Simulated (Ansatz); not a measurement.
**Redistribution: C3H7Cl + CHBr2I → C2H4ClI + C2H4Br2**

Gas-phase species: C3H7Cl (2-chloropropane) `CC(C)Cl`, singlet; CHBr2I (dibromoiodomethane) `BrC(Br)I`, singlet; C2H4ClI `CC(Cl)I`, singlet; C2H4Br2 (1,1-dibromoethane) `CC(Br)Br`, singlet. The partners trade CH3 for I; both sit on C, so the bond types are kept.

Shapes, held fixed at every level: PBE0-D4/def2-TZVP. Programs: Ansatz 0.2.0. The zero-point and thermal change to 298 K, harmonic and unscaled (PBE0-D4/def2-TZVP), is +0.5 kJ/mol.

| level | kind | ΔH(298 K) (kJ/mol) | less CCSD(T)/def2-TZVPP |
| --- | --- | --- | --- |
| HF/def2-SVP | Hartree–Fock | -24.8 | -3.5 |
| HF/def2-TZVPP | Hartree–Fock | -23.7 | -2.4 |
| r2SCAN0-D4/def2-TZVPP | global hybrid | -22.8 | -1.5 |
| wB97M-V/def2-TZVPP | range-separated hybrid | -20.0 | +1.3 |
| CCSD(T)/def2-SVP | coupled cluster or CI | -21.7 | -0.4 |
| CCSD/def2-SVP | coupled cluster or CI | -21.7 | -0.4 |
| CCSD(T)/def2-TZVPP | coupled cluster or CI | -21.3 | 0.0 |

The highest level, CCSD(T)/def2-TZVPP, gives ΔH(298 K) = -21.3 kJ/mol; the levels span -24.8 to -20.0. The column of differences is taken from that level and isn't an error. No measured value is set beside it here. For atoms past krypton def2 sets carry core potentials with scalar relativity. Relativity is left out for Br. Outer-core shells of Br, I are correlated, in sets that cover them unevenly.
